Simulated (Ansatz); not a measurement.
Cost and result for the atomization energy of CH$_{6}$AlBOS, SMILES `C[O][AlH][BH]S` (11 atoms, 10 bonds).

Cartesian coordinates in Å:
```
C -0.445 0.327 1.762
O 0.795 -0.035 1.236
Al 1.443 -0.158 -0.323
B 0.164 0.160 -1.986
S -1.433 -0.578 -2.149
H -0.892 -0.517 2.299
H -0.327 1.149 2.477
H -1.156 0.653 0.990
H 2.973 -0.566 -0.365
H 0.414 0.834 -2.944
H -1.535 -1.271 -0.999
```

Charge 0, multiplicity 1. All single points use the PBE0-D4/def2-TZVP geometry. It is one conformer, not always the lowest. Program: Ansatz. All runs use 4 threads of an Arm Neoverse V1 on a shared host. Times are those of one run each, without the atoms' runs, and a repeat can differ threefold. Electronic energies, without spin–orbit coupling; frozen cores. CCSD(T)/CBS adds CCSD(T) − MP2 in def2-TZVPP to the MP2 limit, and its time is that of the two runs behind it. T1 = 0.015. B3LYP takes the VWN-RPA correlation (the form of Gaussian; ORCA's B3LYP/G).

CCSD(T)/CBS is a level of theory with its own doubt, some kJ/mol a heavy atom from the limit and from the frozen cores, so smaller differences don't rank the functionals.

```json
{"level": "PBE-D4/def2-TZVPP (with forces)", "functions": "261", "wall time": "2.7 s", "atomization (kJ/mol)": "3841.2", "difference from CCSD(T)/CBS": "59.2", "per bond": "5.9"}
{"level": "PBE0-D4/def2-TZVPP", "functions": "261", "wall time": "3.2 s", "atomization (kJ/mol)": "3780.8", "difference from CCSD(T)/CBS": "-1.2", "per bond": "-0.1"}
{"level": "r2SCAN-D4/def2-TZVPP (with forces)", "functions": "261", "wall time": "5 s", "atomization (kJ/mol)": "3810.9", "difference from CCSD(T)/CBS": "28.9", "per bond": "2.9"}
{"level": "B2PLYP/def2-TZVPP", "functions": "261", "wall time": "6 s", "atomization (kJ/mol)": "3741.7", "difference from CCSD(T)/CBS": "-40.3", "per bond": "-4.0"}
{"level": "B3LYP-D4/def2-TZVPP (with forces)", "functions": "261", "wall time": "6.5 s", "atomization (kJ/mol)": "3783.5", "difference from CCSD(T)/CBS": "1.5", "per bond": "0.1"}
{"level": "ωB97X-V/def2-TZVPP", "functions": "261", "wall time": "8.5 s", "atomization (kJ/mol)": "3801.2", "difference from CCSD(T)/CBS": "19.2", "per bond": "1.9"}
{"level": "ωB97M-V/def2-TZVPP (with forces)", "functions": "261", "wall time": "12 s", "atomization (kJ/mol)": "3801.5", "difference from CCSD(T)/CBS": "19.5", "per bond": "1.9"}
{"level": "MP2/def2-QZVPP", "functions": "491", "wall time": "22 s", "atomization (kJ/mol)": "3798.8", "difference from CCSD(T)/CBS": "16.8", "per bond": "1.7"}
{"level": "CCSD(T)/def2-TZVPP", "functions": "261", "wall time": "2 min", "atomization (kJ/mol)": "3685.4", "difference from CCSD(T)/CBS": "-96.6", "per bond": "-9.7"}
{"level": "CCSD(T)/CBS(def2)", "functions": "–", "wall time": "2.4 min", "atomization (kJ/mol)": "3782.0", "difference from CCSD(T)/CBS": "0.0", "per bond": "0.0"}
```

In def2-TZVPP, CCSD(T) changes the Hartree–Fock value by +891.9 kJ/mol (the triples alone add +55.0 kJ/mol) and MP2 by +948.1 kJ/mol; breaking electron pairs costs correlation energy, which Hartree–Fock lacks. From PBE to PBE0 (25 % exact exchange), in def2-TZVPP and without D4, the atomization energy moves by −57.3 kJ/mol: exact exchange takes away binding that semilocal exchange gives to molecules. The D4 term adds +35.6 kJ/mol with B3LYP and +19.1 kJ/mol with PBE0; it sums over pairs of atoms, weighted by their polarisabilities, and B3LYP, whose exchange is more repulsive, gets the larger term.
